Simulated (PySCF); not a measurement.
# `CN[C@@H]1C=COCC1`, C6H11NO

Geometry (Å), atoms numbered from 1 in this order:
```xyz
19

C    -2.476   -0.076   -0.114
N    -1.197   -0.723    0.042
C    -0.234   -0.022    0.881
C    -0.021    1.407    0.457
C     1.075    1.785   -0.218
O     2.044    0.968   -0.656
C     1.760   -0.417   -0.539
C     1.112   -0.743    0.792
H    -2.356    0.863   -0.675
H    -2.990    0.172    0.841
H    -3.147   -0.722   -0.699
H    -1.329   -1.660    0.417
H    -0.562    0.000    1.945
H    -0.732    2.179    0.760
H     1.291    2.830   -0.460
H     1.064   -0.707   -1.346
H     2.717   -0.937   -0.679
H     1.767   -0.423    1.618
H     0.977   -1.833    0.879
```

The calculation used quadratic response CAM-B3LYP/def2-SVPD first hyperpolarisability, Taylor convention, gas phase (PySCF 2.14.0). Geometry: PBE0-D3(BJ)/def2-SVP.

(1) What is the first hyperpolarisability, and how does it disperse?

(2) Which lowest excitations, dipole and polarisabilities go with it?

Answers

(1) In au, Taylor convention; the vector part is βᵢ = ⅓ Σⱼ (βᵢⱼⱼ + βⱼᵢⱼ + βⱼⱼᵢ); β∥ is 3/5 of the vector part along the dipole, the dipole points from − to +:
| process | λ (nm) | β vector norm | β∥ | β HRS | depolarisation ratio |
| --- | --- | --- | --- | --- | --- |
| static β(0;0,0) | ∞ | 210.2 | -91.5 | 79.6 | 7.27 |
| second harmonic β(−2ω;ω,ω) | 1064 | 246.5 | -107.8 | 93.3 | 7.16 |
| Pockels β(−ω;ω,0) | 1064 | 221.3 | -96.5 | – | – |
| second harmonic β(−2ω;ω,ω) | 800 | 282.0 | -123.9 | 106.7 | 7.05 |
| Pockels β(−ω;ω,0) | 800 | 230.4 | -100.6 | – | – |

(2) S1 5.96 eV (f = 0.005); S2 6.26 eV (f = 0.019); S3 6.61 eV (f = 0.187); dipole 1.82 D; isotropic α 82.2 au static, 82.9 au at 1064 nm, 83.4 au at 800 nm, 85.0 au at 532 nm, 87.4 au at 400 nm.
